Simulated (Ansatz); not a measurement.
Input file for Ansatz (a first-principles code): U-B2PLYP/def2-TZVPP on CdH, 2S+1 = 2, a spin state set in the input, which need not be the lowest, a point of a bond scan (R = 1.777 Å). Elements past Kr take the def2 small-core potentials; no spin–orbit coupling.

Ansatz 0.2 input:
```yaml
crystal:
  periodic: [false, false, false]
  atoms:
    - {symbol: Cd, position_ang: [0.00000000, 0.00000000, 0.00000000]}
    - {symbol: H, position_ang: [0.00000000, 0.00000000, 1.77714700]}
basis:
  gaussian:
    orbitals: def2-TZVPP
    pivot_positions_ang: [[0.00000000, 0.00000000, 0.00000000], [0.00000000, 0.00000000, 1.77714700]]
hamiltonian:
  xc: {name: B2PLYP}
magnetization: {spin_polarized: true, initial_magnetization: 1}
correlation: {electrons: valence}
output: {orbitals: {seedname: ./end}}
```

The head of its log:

```
WARN ansatz: RAYON_NUM_THREADS=2 ignored (pool sized by the plan → 2); use --threads N
Functional definition: B2PLYP
integrals: 0.02 GiB planned
507 factors; integrals over basis functions are off by at most 3.6e-4 eV
mean field: 0.21 GiB planned
mean field evaluation 1: about -4571.2233 eV, gradient 8.1e0 eV
mean field evaluation 2: about -4571.3209 eV, gradient 8.1e0 eV
mean field evaluation 4: about -4571.7871 eV, gradient 9.1e-1 eV
mean field evaluation 8: about -4571.8011 eV, gradient 5.8e-2 eV
mean field evaluation 16: about -4571.8012 eV, gradient 2.0e-4 eV
mean field -4571.80123838 eV, -168.0105966322 hartree, gradient 4.3e-6 eV, S^2 0.765033; 0 other end points of the search recorded, 0 dependent functions left out
reference -4571.80135045 eV, -168.0106007508 hartree; 11, 10 occupied and 59, 60 virtual orbitals, 507 factors
```

Q: Give the final energy of this run.

A: -168.2300 hartree.
